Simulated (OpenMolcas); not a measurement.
**Cl2+: effect of the active space**

```yaml
Program: OpenMolcas 26.06
Method: CASSCF
Basis: ANO-RCC-MB
Scalar_Hamiltonian: DKH2, point nucleus
Spin-orbit_coupling: state interaction with AMFI integrals over the reference wave functions, term energies averaged over their components
```

A. 3 electrons in 3 orbitals (3p); 2S+1 = 4 odd, 1 root; 2S+1 = 2 odd, 8 roots; cost of the order of 2.5 core-seconds
B. 5 electrons in 4 orbitals (3s 3p); 2S+1 = 4 odd, 1 root; 2S+1 = 2 odd, 11 roots; 2S+1 = 4 even, 3 roots; 2S+1 = 2 even, 9 roots; cost roughly 12 core-seconds

Energies in cm⁻¹ above 3s² 3p³ ⁴S°_3/2, the measured ground level; measured values from Moore, Atomic Energy Levels, vol. I, NSRDS-NBS 35 (1971 reprint of NBS Circular 467, 1949).

```csv
Level,A,B,Measured
3s² 3p³ ⁴S°_3/2,0.0,0.0,0.0
3s² 3p³ ²D°_3/2,19178,19164,18053
3s² 3p³ ²D°_5/2,19205,19206,18120
3s² 3p³ ²P°_1/2,32000,27232,29812
3s² 3p³ ²P°_3/2,32036,27271,29907
```

Deviations, from unrounded energies. A percentage is the sum of absolute deviations over the sum of measured energies, with the sign that they share, or ± where signs differ.

```json
{"Against measurement": "mean absolute deviation (cm-1)", "Levels": "4", "A": "1600", "B": "1900"}
{"Against measurement": "other terms of the ground configuration (%)", "Levels": "4", "A": "+6.8", "B": "±7.7"}
```

A lies closest to measurement on these levels. The largest miss of A in the table is 3s² 3p³ ²P°_1/2, by +2200 cm-1. The ranking rests on the paired levels alone, and a cruder setting can come out closer through cancelling errors.

Between A and B the level of the table that moves most is 3s² 3p³ ²P°_1/2, by 4800 cm-1 (lowest in B, highest in A).

With the s shell closed, the reference lacks s² → p² mixing (holds for A). Measured partners are found by configuration, term and J. A level has none where our copy of the source lacks it or the pairing is in doubt (some pairs that miss far off the trend of their configuration count as doubtful), and it then counts in no deviation. Only configurations of the active space appear. Levels that lie high or do not pair safely by name in every column are left out.

° marks odd parity.
